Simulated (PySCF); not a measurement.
Gas-phase reaction: SiH2Br2 + SiBr4 = 3 Br2 + 2 SiH

Computed with PySCF and rigid-rotor harmonic-oscillator thermochemistry at 1 bar. The comparison is the NASA 1993 polynomial table, which mixes measured and estimated data. † marks an energy on the PBE0/def2-TZVP geometry and frequencies. Open shells (unrestricted): SiH (multiplicity 2); the rest are closed-shell singlets. Spin-orbit splitting is ignored; it lowers the true energy and changes the entropy of SiH. Br: all electrons, no relativistic terms. The table's entry may be an old estimate for SiH2Br2, SiBr4, SiH (not checked at source).

r2SCAN/def2-TZVP† gives ΔH°(298 K) = 1478.5 kJ.

### Question
What does HF/def2-TZVP† give, and where does the table lie?

### Answer
HF/def2-TZVP†: 1325.4 kJ. Table: 1451.9 kJ.
